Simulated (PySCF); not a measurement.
# Gold: highly charged ions in a basis for the neutral atom

Au¹¹⁺ [Xe] 4f14, Au¹²⁺ [Kr] 4d10 4f14 5s2 5p5. Computed with PySCF 2.14 in cc-pVDZ-PP with ECP60MDF (4s4p3d1f, 38 functions), with a scalar-relativistic core potential. No spin-orbit coupling, so a gap to NIST mixes the basis error with missing relativistic terms.

Changed run: basis of the neutral atom used for a highly charged ion. This setting is unsound on purpose.

```
species  method  sound run (hartree)  changed run (hartree)  converged
  Au¹¹⁺     UHF              not run             -102.12077        yes
  Au¹¹⁺   M06-L              not run             -102.63758        yes
  Au¹¹⁺     LDA              not run             -102.25139        yes
  Au¹²⁺     UHF              not run              -92.84678        yes
  Au¹²⁺   M06-L              not run              -93.31302        yes
  Au¹²⁺     LDA              not run              -92.95494        yes
```

Ionisation energy of Au¹¹⁺:

| method | changed run (eV) | NIST (eV) |
| --- | --- | --- |
| UHF | 252.36 | 248 ± 1 |
| M06-L | 253.73 | 248 ± 1 |
| LDA | 252.97 | 248 ± 1 |

The contracted functions were made for the neutral atom and can be too rigid for a highly charged ion.
